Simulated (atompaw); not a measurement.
# Before and after: PAW (atompaw) potential for Ga (Z = 31)

atompaw 4.2.0.5 input, output lines left out:

```
Ga 31
GGA-PBE scalarrelativistic loggrid 1500 logderivrange -13 5 451
4 4 3 0 0 0
4 1 0.75
0 0 0
c
c
v
v
c
v
v
v
2
1.25 0.95 1.10 1.20
n
n
y
1
n
custom rrkj vanderbiltortho besselshape
bessel
0.75
0.95
1.00
1.25
1.25
1.25
```

Change: wave 3d (bound): rc 1.25 bohr becomes 3d (bound): rc 1.00 bohr.

Cutoffs: the cutoffs (Ry, on a coarse ladder) from which the occupation-weighted sum of valence levels, in a spherical-Bessel basis at the reference potential, stays within 10 and 1 mRy of its value at 400 Ry; they do not see the model core or the augmentation charge, which bear on the density cutoff.

Problem. What does the change do?

Solution. The potential gets harder (120 Ry and 230 Ry → 160 Ry and 260 Ry); neither file shows a bound ghost.

| quantity | base | changed |
| --- | --- | --- |
| cutoff, loose | 120 Ry | 160 Ry |
| cutoff, tight | 230 Ry | 260 Ry |
| loose cutoff by channel (10 mRy a level) | s 70 Ry, p 80 Ry, d 55 Ry | s 70 Ry, p 80 Ry, d 100 Ry |
| bound ghosts | none | none |
| s: phases at 1.26 bohr within 0.05 rad from the reference energy up to (Ry; the scan ends near 5) | to the end of the scan | to the end of the scan |
| p: phases at 1.26 bohr within 0.05 rad from the reference energy up to (Ry; the scan ends near 5) | to the end of the scan | to the end of the scan |
| d: phases at 1.26 bohr within 0.05 rad from the reference energy up to (Ry; the scan ends near 5) | to the end of the scan | to the end of the scan |
| lowest overlap eigenvalue by channel | s 0.13, p 0.09, d 0.34 | s 0.13, p 0.09, d 0.71 |

 The cutoffs see the waves, projectors and local potential, not the compensation charge or the core.
